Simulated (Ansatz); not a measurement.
A structure relaxed at PBE0-D4/def2-TZVP, charge 0, multiplicity 1:

Cartesian coordinates in Å:
```
F 1.470 1.373 -1.331
C 1.048 0.667 -0.228
C -0.217 -0.078 -0.561
F 0.059 -1.152 -1.377
C -0.923 -0.609 0.673
F -0.054 -1.259 1.481
F -1.436 0.432 1.373
H 1.834 -0.033 0.061
H 0.860 1.371 0.588
H -0.908 0.584 -1.093
H -1.732 -1.298 0.413
```

Give its formula and SMILES.

C3H4F4, `FCC(F)C(F)F`.

Summarise the bond lengths by kind.

4 × C–F 1.354 to 1.377 Å; 2 × C–C 1.506 to 1.518 Å; 4 × C–H 1.092 to 1.095 Å.

All numbers were calculated with Ansatz.
